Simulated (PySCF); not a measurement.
## Vertical excitation energies

C7H11NSe.
Geometry (PBE0-D3(BJ)/def2-SVP, Å), atoms numbered from 1 in this order:
```
atom  x, y, z in Å
C1     2.3629   -0.4160   -0.5012
C2     1.0334    0.2896   -0.2567
C3     1.1271    1.1499    0.9987
Se4   -0.4476    2.2419    1.3442
C5    -1.6705    0.7266    1.2846
C6    -1.5235   -0.0822    0.0105
C7    -0.1329   -0.7205   -0.1527
C8    -0.1530   -1.6094   -1.3146
N9    -0.1871   -2.2984   -2.2441
H10    2.3358   -1.0213   -1.4191
H11    2.6166   -1.0848    0.3375
H12    3.1768    0.3170   -0.6032
H13    0.8163    0.9530   -1.1120
H14    1.9644    1.8574    0.9093
H15    1.3235    0.5223    1.8840
H16   -2.6825    1.1487    1.3622
H17   -1.5020    0.1023    2.1767
H18   -1.7283    0.5558   -0.8642
H19   -2.2779   -0.8865    0.0032
H20    0.0603   -1.3637    0.7274
```

Level of theory: TDDFT PBE0/def2-SVPD, vertical, gas phase, core orbitals frozen in the response in PySCF 2.14.0, density-fitted response routines. Relativistic effects, spin–orbit coupling among them, are left out although an element past zinc is present.

**Question.** List the vertical singlet excitations with oscillator strengths and describe the spectrum.

**Answer.** 

```csv
state,E (eV),E (hartree),f,"main configurations (H = HOMO, L = LUMO)"
S1,4.70,0.1728,0.0001,H→L (96%)
S2,5.70,0.2096,0.035,H→L+2 (90%)
S3,5.74,0.2108,0.029,H→L+1 (89%)
S4,6.17,0.2267,0.014,H→L+3 (89%)
S5,6.33,0.2325,0.0084,H→L+4 (88%)
S6,6.43,0.2364,0.0036,H→L+5 (84%)
S7,6.58,0.2418,0.0009,"H→L+6 (78%), H→L+8 (8%)"
S8,6.84,0.2514,0.027,H→L+7 (89%)
S9,7.16,0.2630,0.0081,H→L+8 (80%)
S10,7.23,0.2657,0.015,H→L+9 (82%)
```

Triplets (Tamm–Dancoff): T1 4.23 eV, H→L (91%); T2 5.22 eV, H→L+2 (38%), H→L+1 (31%), H→L+5 (13%); T3 5.60 eV, H→L+2 (47%), H→L+1 (43%); T4 5.99 eV, H→L+3 (68%), H→L+5 (14%).

The lowest singlet comes at 264 nm (454 kJ/mol) in the ultraviolet; it is dark (f under 0.0005); its leading configuration is HOMO→LUMO (96%). The most intense listed level is S2 at 5.70 eV (217 nm, f = 0.035), 1.00 eV above S1. Löwdin shares by element: HOMO selenium 72%, carbon 18% or more; LUMO selenium 61%, carbon 17% or more (atoms not listed hold the other 22%). Orbital energies (eV): HOMO-3 -9.33, HOMO-2 -9.03, HOMO-1 -8.76, HOMO -6.42, LUMO -0.20, LUMO+1 0.28, LUMO+2 0.49. Of the 10 states listed, 5 reach f = 0.01 and 1 stays under 0.0005. Weighted by f, the mean energy of these states is 6.28 eV. All these states lie below the vertical ionisation energy of 8.42 eV (ΔSCF). Singlets were solved by full linear response, triplets in the Tamm–Dancoff approximation.

One conformer stands for the species.
